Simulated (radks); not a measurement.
Species: the lead ion Pb41+. Configuration: [Kr] 4d5. All-electron calculation, Dirac Kohn-Sham, PBE, spin-unpolarised, spherical densities, point nucleus; open shells are shared between the two j in proportion to 2j + 1. Program: a radial shooting solver on a logarithmic mesh with Libxc functionals.

Radial electron density D(r) = 4 pi r^2 rho(r):

r (bohr)   D(r) (e/bohr)
0.0006953          7.548
0.0007903          9.121
0.0008982          11.00
0.001021           13.23
0.00116            15.87
0.001319           18.98
0.001499           22.61
0.001703           26.83
0.001936           31.70
0.0022             37.25
0.002501           43.51
0.002842           50.49
0.00323            58.14
0.003672           66.38
0.004173           75.05
0.004705           83.37
0.005348           92.17
0.006078           100.5
0.006908           108.0
0.007851           114.0
0.008923           118.3
0.01014            120.5
0.01153            120.4
0.0131             118.3
0.01489            114.8
0.01692            110.8
0.01923            107.7
0.02186            107.0
0.02484            109.7
0.02824            116.5
0.03209            126.6
0.03648            138.1
0.04146            148.2
0.04712            153.5
0.05355            152.1
0.06086            144.1
0.06917            132.6
0.07862            122.5
0.08936            119.0
0.1016             123.6
0.1154             133.1
0.1312             139.8
0.1491             135.8
0.1695             118.4
0.1926             92.63
0.2189             68.65
0.2488             54.99
0.2805             52.43
0.3188             54.23
0.3624             52.26
0.4118             42.70
0.4681             28.44
0.532              15.13
0.6046             6.315
0.6872             2.026
0.781             0.4860
0.8877           0.08423
1.009            0.01017
1.147          0.0008185

D(r) has 4 maxima, at r = 0.0107, 0.0490, 0.134, 0.329 bohr, and minima at 0.0212, 0.0886, 0.276 bohr, inside which lie 2.03, 11.06, 29.45 electrons.
